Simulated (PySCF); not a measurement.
**Cost of excited-state runs on 4-bromobenzaldehyde (c1cc(C=O)ccc1Br, C7H5BrO)**

Geometry:
| atom | x (Å) | y (Å) | z (Å) |
| --- | --- | --- | --- |
| O1 | 3.530 | 1.227 | 0.606 |
| C2 | 2.889 | 0.355 | 0.077 |
| C3 | 1.411 | 0.298 | 0.058 |
| C4 | 0.666 | 1.304 | 0.685 |
| C5 | -0.721 | 1.260 | 0.674 |
| C6 | -1.363 | 0.198 | 0.029 |
| Br7 | -3.243 | 0.132 | 0.009 |
| C8 | -0.637 | -0.813 | -0.601 |
| C9 | 0.753 | -0.756 | -0.582 |
| H10 | 3.393 | -0.495 | -0.452 |
| H11 | 1.203 | 2.118 | 1.179 |
| H12 | -1.311 | 2.039 | 1.159 |
| H13 | -1.159 | -1.632 | -1.099 |
| H14 | 1.336 | -1.542 | -1.071 |

PySCF with density fitting, on 1 thread of an AMD EPYC 9R45 96-Core, shared host. Command: `OMP_NUM_THREADS=1 python excited_run.py task.json out`

**Question.** How long does each of these runs take, and how much memory?
- first hyperpolarisability, CAM-B3LYP/aug-cc-pVDZ; usual settings
- excited states, CAM-B3LYP/def2-TZVP; Tamm-Dancoff; spin-orbit couplings; 6 states; 5 triplets; quadratic response for 4 states
- excited states, CAM-B3LYP/aug-cc-pVDZ; two-photon moments; 8 states; quadratic response for 6 states; 0 triplets

**Answer.** 
```
                      run                  level  basis functions  wall time  peak memory (GiB)
first hyperpolarisability  CAM-B3LYP/aug-cc-pVDZ              265       36 s                1.3
           excited states    CAM-B3LYP/def2-TZVP              326       54 s                1.4
           excited states  CAM-B3LYP/aug-cc-pVDZ              265       48 s                1.3
```
Times from a shared host are rough.
